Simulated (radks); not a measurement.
Results of a calculation; reference values are marked as such.
Effect of the nuclear size on the dysprosium ion Dy2+, [Xe] 4f10. Code: a radial shooting solver on a logarithmic mesh with Libxc functionals. Model: Dirac Kohn-Sham, LDA (Slater exchange, Perdew-Wang correlation), spin-unpolarised, spherical densities, finite nucleus; open shells are shared between the two j in proportion to 2j + 1; Fermi nuclear charge, rms radius 5.2218 fm. The rms radius is varied about that value; shifts are against it.

rms radius (fm),total energy shift (eV),density at nucleus (e/bohr^3),1s1/2 shift (meV),2s1/2 shift (meV),4p1/2 shift (meV),5s1/2 shift (meV),5p1/2 shift (meV),4f7/2 shift (meV),6s1/2 (empty) shift (meV)
4.6213,-5.65,7.621e+05,-2320,-305,0.130,-2.52,0.052,0.243,-0.373
4.8145,-3.89,7.536e+05,-1600,-210,0.090,-1.73,0.036,0.167,-0.257
5.2218,0,7.372e+05,0.000,0.000,0.000,0.000,0.000,0.000,0.000
5.6552,4.39,7.214e+05,1800,237,-0.100,1.95,-0.040,-0.188,0.290
6.0468,8.57,7.084e+05,3520,462,-0.196,3.82,-0.079,-0.368,0.565

Slopes of the eigenvalues against <r^2> in GHz/fm^2, as finite differences over the two radii next to the reference (eigenvalue slopes, not the field-shift constants of lines): 1s1/2 93500, 2s1/2 12300, 4p1/2 -5.22, 5s1/2 101, 5p1/2 -2.09, 4f7/2 -9.76, 6s1/2 (empty) 15.0.
